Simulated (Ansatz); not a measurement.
Coupled-cluster diagnostics for SnSe2⁻, Ansatz.

Geometry of the doublet (r2SCAN-D4/def2-TZVPD):

Cartesian coordinates in Å:
```
Sn -0.0841 -0.2514 -0.6364
Se 1.7471 -1.2356 0.6308
Se -1.6630 1.4870 0.0056
```

In the def2 sets Sn takes a core potential; there is no spin–orbit coupling. Correlated methods freeze 22 core orbitals; core or outer-core shells of Sn, Se are correlated, in sets that lack core-valence functions. The structure comes from a short search, and lower isomers may exist.

Geometry of the charge -1 quartet (r2SCAN-D4/def2-TZVPD):

```xyz
3

Sn   -0.0544    1.1297   -0.1685
Se   -0.4089   -0.3129    1.9146
Se    0.4633   -0.8169   -1.7461
```

Problem. Estimate the CCSD(T) correlation energy, the shares of MP2 and (T), T1 and the reference's ⟨S²⟩ for: charge -1, doublet, own geometry in def2-SVPD; charge -1, quartet, own geometry in def2-SVPD; and the rough time on 2 threads of Arm Neoverse V2 on a shared host.

Solution. 
| state | basis | correlation (eV) | MP2 share (%) | (T) share (%) | T1 | ⟨S²⟩ (pure) | wall time |
| --- | --- | --- | --- | --- | --- | --- | --- |
| charge -1, doublet, own geometry | def2-SVPD | -16.326 | 95.2 | 4.0 | 0.018 | 0.79 (0.75) | 25 s |
| charge -1, quartet, own geometry | def2-SVPD | -15.445 | 92.6 | 3.5 | 0.037 | 3.79 (3.75) | 26 s |
Customary marks for T1 are 0.02 (closed shells), 0.045 (open shells) and about 0.05 (3d metals). T1 exceeds 0.02 in 1 of 2 rows and 0.045 in 0; the higher it lies, the less the single-reference result can be trusted.
